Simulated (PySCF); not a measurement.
Ga(Et)3 (C6H15Ga), SMILES C[CH2][Ga]([CH2]C)[CH2]C.

Geometry: B3LYP-D3(BJ)/def2-SVP. The isomer is the one that the SMILES or the coordinates give; other isomers of the formula were not compared. One conformer was computed; it need not be the lowest.

Computed with ωB97X/def2-SVP (PySCF).

Computed frontier levels, gap, dipole moment and polarisability:
* **highest occupied level**: -9.10 eV
* **lowest empty level**: 1.28 eV
* **orbital gap**: 10.38 eV
* **dipole moment**: 0.17 D
* **quadrupole, principal values (traceless, Buckingham form, about the centre of nuclear charge)**: -3.20, -1.38, 4.57 D·Å
* **mean static polarisability**: 90.6 bohr³ (13.42 Å³)
* **polarisability, principal values**: 73.9, 94.3, 103.6 bohr³
